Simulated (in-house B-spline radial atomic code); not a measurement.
## Ionising Au4+ with different functionals

Computed with a radial B-spline atomic code at the basis-set limit: four-component Dirac-Coulomb Hamiltonian, Fermi nucleus of rms radius 5.4371 fm, spin-restricted, spherical fractional occupations for the functionals, and exact exchange of hybrids averaged over the configuration. The ionisation energy is the difference of two self-consistent energies, [Xe] 4f14 5d7 → [Xe] 4f14 5d6, without Breit or QED terms; ε is the level of the shell that loses the electron (mean over j). The electron is taken from both j subshells in proportion to 2j + 1, so the result is a j average, not the step between ground levels.

```csv
method,rung,ΔSCF (eV),-ε(5d) (eV)
B97-1,global hybrid,62.42,56.66
B3LYP,global hybrid,?,?
BHandHLYP,global hybrid,62.26,58.98
wB97X,range-separated hybrid,?,?
```

Question: What does B3LYP give?

Answer: ΔSCF 62.50 eV, and -ε(5d) = 56.66 eV.

Question: What does wB97X give?

Answer: ΔSCF 62.21 eV, and -ε(5d) = 59.46 eV.

Question: Among the functionals, which spreads more, the ΔSCF values or the orbital energies?

Answer: The orbital energies: ΔSCF values span about 0.29 eV and the orbital energies 2.80 eV; here energy differences depend much less on the functional than eigenvalues do.

Question: How do they compare with the NIST value?

Answer: NIST lists 60 eV ± 1.9 (tabulated theory, ground level to ground level). Errors run from +2.21 to +2.50 eV; all lie within about twice that uncertainty, so the table can't rank the methods.
